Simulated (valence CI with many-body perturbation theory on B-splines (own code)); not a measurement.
Values are calculated unless marked as measured or tabulated.
Energy levels of Er²⁷⁺

Method: valence CI with perturbative core correlation (CI+MBPT): five valence electrons over a frozen Dirac-Fock core [Kr], radial functions for each j: 7 s, 7 p, 8 d, 6 f, 4 g, 1 h, with the one-electron correlation potential Σ1 (screened to all orders), the two-electron term Σ2, the three-electron term Σ3, Breit, model QED; selected single and double excitations, second order for the rest, scaled by the run's own slope (own B-spline code, finite nucleus).

The last digits are not significant, and no measured levels were compared; by estimate large intervals hold to a few tenths of a per cent, small ones and those within an open d or f shell to about a per cent. The list stops below the first excitations out of the core.

Levels 1 to 37 of 37, with energies above the lowest level, (4d3/2^4 4d5/2) J=5/2. "Leading %" is the weight of the configuration and term that name the level; weights of strongly mixed levels are sums over their largest components and can fall short. In the jj column 3d3/2^4 stands for four electrons in 3d with j = 3/2.

```csv
No.,Configuration,Term,J,E (eV),Leading %,Leading jj,g
1,4d⁵,⁴P,5/2,0.000,30,4d3/2^4 4d5/2 (79 %),1.512
2,4d⁵,⁶S,5/2,7.194,36,4d3/2^3 4d5/2^2 (70 %),1.276
3,4d⁵,⁴G,7/2,11.155,40,4d3/2^3 4d5/2^2 (97 %),1.153
4,4d⁵,⁴D,3/2,11.538,43,4d3/2^3 4d5/2^2 (96 %),1.234
5,4d⁵,⁴G,11/2,11.945,44,4d3/2^3 4d5/2^2 (95 %),1.136
6,4d⁵,⁴G,9/2,13.058,44,4d3/2^3 4d5/2^2 (89 %),1.151
7,4d⁵,⁴D,5/2,13.619,37,4d3/2^3 4d5/2^2 (78 %),1.140
8,4d⁵,⁴P,1/2,14.258,52,4d3/2^3 4d5/2^2 (79 %),1.813
9,4d⁵,²F,7/2,15.624,36,4d3/2^3 4d5/2^2 (91 %),1.106
10,4d⁵,²D,5/2,18.370,34,4d3/2^2 4d5/2^3 (70 %),1.234
11,4d⁵,²D,3/2,19.405,52,4d3/2^3 4d5/2^2 (69 %),0.787
12,4d⁵,⁴D,7/2,20.321,50,4d3/2^2 4d5/2^3 (94 %),1.217
13,4d⁵,²I,11/2,20.887,54,4d3/2^2 4d5/2^3 (96 %),1.073
14,4d⁵,⁴G,9/2,21.511,49,4d3/2^2 4d5/2^3 (89 %),1.147
15,4d⁵,⁴D,1/2,22.036,73,4d3/2^2 4d5/2^3 (94 %),0.616
16,4d⁵,²I,13/2,22.751,100,4d3/2^2 4d5/2^3 (100 %),1.074
17,4d⁵,⁴P,3/2,22.831,52,4d3/2^2 4d5/2^3 (93 %),1.199
18,4d⁵,²F,5/2,23.362,41,4d3/2^2 4d5/2^3 (91 %),1.015
19,4d⁵,²H,9/2,25.354,52,4d3/2^2 4d5/2^3 (99 %),1.109
20,4d⁵,²G,7/2,25.902,61,4d3/2^2 4d5/2^3 (98 %),0.989
21,4d⁵,⁴F,5/2,26.315,59,4d3/2^2 4d5/2^3 (94 %),1.040
22,4d⁵,²D,3/2,27.144,87,4d3/2^2 4d5/2^3 (70 %),0.823
23,4d⁵,²S,1/2,28.392,42,4d3/2^2 4d5/2^3 (66 %),1.840
24,4d⁵,²F,7/2,28.491,42,4d3/2^2 4d5/2^3 (88 %),1.054
25,4d⁵,²G,9/2,30.909,68,4d3/2^2 4d5/2^3 (87 %),1.104
26,4d⁵,⁴P,5/2,31.007,36,4d3/2 4d5/2^4 (86 %),1.239
27,4d⁵,⁴F,7/2,33.732,33,4d3/2 4d5/2^4 (97 %),1.194
28,4d⁵,²H,11/2,34.667,60,4d3/2 4d5/2^4 (98 %),1.069
29,4d⁵,²D,3/2,34.856,49,4d3/2 4d5/2^4 (81 %),0.925
30,4d⁵,²D,5/2,35.832,65,4d3/2^2 4d5/2^3 (57 %),1.135
31,4d⁵,²P,3/2,36.053,75,4d3/2^2 4d5/2^3 (80 %),1.199
32,4d⁵,²G,9/2,37.076,69,4d3/2 4d5/2^4 (85 %),1.112
33,4d⁵,²D,5/2,38.403,66,4d3/2 4d5/2^4 (54 %),1.112
34,4d⁵,²G,7/2,39.256,63,4d3/2 4d5/2^4 (91 %),0.983
35,4d⁵,²P,1/2,42.327,68,4d3/2 4d5/2^4 (78 %),1.057
36,4d⁵,²D,3/2,46.981,76,4d3/2 4d5/2^4 (89 %),0.880
37,4d⁵,²D,5/2,48.044,57,4d5/2^5 (78 %),1.158
```

The ionisation energy to 4d⁴ ³P0 of the next ion comes out as 990.01 eV (NIST: 989 ± 4 eV (theoretical)). All 37 levels together are meant to be complete up to 106.026 eV.
